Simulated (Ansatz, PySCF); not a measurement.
BeBrCl (SMILES [Cl][Be][Br]), singlet, geometry from GFN2-xTB (such geometries of metal compounds can be far from the true shape), with bond 3-1 at 2.4 times its length. Base run: CASSCF(2,2)/def2-SVP (PySCF).

Input for PySCF:
```python
from pyscf import gto, scf, mcscf
import numpy

mol = gto.Mole()
mol.atom = '''
    Be   -0.00000000   -0.00000000   -0.68251930
    Cl   -0.00000000   -0.00000000   -2.43903866
    Br    0.00000000    0.00000000    3.98595453
'''
mol.basis = 'def2-svp'
mol.verbose = 4
mol.build()

mf = scf.RHF(mol)
mf.kernel()
mc = mcscf.CASSCF(mf, 2, 2)
mc.fix_spin_(ss=0.0)
mc.kernel()
occ = numpy.linalg.eigvalsh(mc.fcisolver.make_rdm1(mc.ci, mc.ncas, mc.nelecas))[::-1]
ss = mc.fcisolver.spin_square(mc.ci, mc.ncas, mc.nelecas)[0]
print('natural occupations', occ.round(4), ' <S^2>', round(ss, 4))
```

Programs used: Ansatz (a quantum-chemistry and plane-wave program), PySCF; a row that names a program was run with it.

Variants of this job, named by their change:

| change | ΔE vs base (mEh) | natural occupations | <S^2> of the state | outcome |
|---|---|---|---|---|
| base | 0.000 | 1.21 0.79 | 0.00 | converged |
| active space = 6 electrons, 5 orbitals | - | - | - | not converged |
| active space = 2 electrons, 4 orbitals | -0.082 | 1.21 0.79 0.00 0.00 | 0.00 | converged |
| state_average = 2 states | 12.171 | - | - | converged |
| active space = 4 electrons, 6 orbitals | -15.427 | 1.98 1.21 0.79 0.01 0.00 0.00 | 0.00 | converged |
| correction = SC-NEVPT2 | -401.0 | 1.21 0.79 | 0.00 | converged |
| fix_spin_ = off | 0.000 | 1.21 0.79 | 0.00 | converged |
| solver = newton | 0.000 | 1.21 0.79 | 0.00 | converged |
| active space = 8 electrons, 9 orbitals | - | - | - | not converged |
| code = ansatz; correction = SC-NEVPT2, all electrons | -401.0 | - | - | converged |
| active space = 6 electrons, 7 orbitals | - | - | - | not converged |

Active orbitals are taken around the Fermi level unless the row says otherwise; CASSCF can end in different local minima, and two programs can end on different orbitals. State-averaged rows give the lowest state.
